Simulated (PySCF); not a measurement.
**HIS: one-bond stretch**

Computed with PySCF, PBE0, basis I def2-TZVP with ECP28, S def2-TZVP, H def2-TZVP (scalar-relativistic core potentials, no spin–orbit coupling, density fitting).

Rigid scan from the singlet minimum (I–H 1.651 Å, I–S 2.293 Å; H–I–S 105.6°). Coordinate: the bond from I to the last atom (H) scaled, the rest fixed. Energies in kJ/mol from the minimum.

| scale of one bond | E (kJ/mol) | dipole size (D) |
| --- | --- | --- |
| 0.92 | 16.6 | 4.21 |
| 0.96 | 3.7 | 4.14 |
| 1.00 | 0.0 | 4.05 |
| 1.05 | 4.5 | 3.92 |
| 1.12 | 21.7 | 3.69 |
| 1.20 | 49.4 | 3.40 |
| 1.35 | 107.5 | 2.83 |
| 1.55 | 177.4 | – |
| 1.80 | 243.2 | – |
| 2.20 | 306.3 | – |

At long bonds a restricted determinant can lie too high, and another spin state can fall below this curve.

Other isomers or separated fragments may lie lower.

The scan took 7.5 s on 2 threads of a shared AMD EPYC 7B13 (Zen 3) host; the process peaked at 0.87 GiB. Launch command: `OMP_NUM_THREADS=2 python axn.py task.json out`.
